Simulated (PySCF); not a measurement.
# Pd: ionisation energy

Pd [Kr] 4d10 (1S) → Pd+ [Kr] 4d9 (2D), as a difference of total energies. Computed with PySCF 2.14 in aug-cc-pwCVDZ-PP with ECP28MDF (6s6p5d3f, 70 functions), with scalar relativity through the core potential. Correlated levels: valence: 4s2 4p6 frozen; valence and next inner shell: nothing frozen outside the core potential. The calculations carry no spin-orbit coupling.

| method | ionisation energy (eV) |
| --- | --- |
| UHF | 6.278 |
| LDA | 9.254 |
| PBE | 8.810 |
| PBE0 | 8.414 |
| r2SCAN | 8.458 |
| M06-L | 8.326 |
| B97-3 | 8.372 |
| r2SCANh | 8.357 |
| CAM-B3LYP | 8.505 |
| MP2 (valence) | 8.600 |
| SCS-MP2 (valence) | 8.364 |
| MP2 (valence and next inner shell) | 8.722 |
| SCS-MP2 (valence and next inner shell) | 8.407 |

Errors of the correlated levels include the incompleteness of this basis and the frozen core.

**Question.** Which method comes closest to the reference value, and which is furthest?

**Answer.** The reference is 8.512 eV (measured; NIST levels, between the centres of gravity of the two terms). Closest: CAM-B3LYP (error -0.007 eV); furthest: UHF (error -2.234 eV).
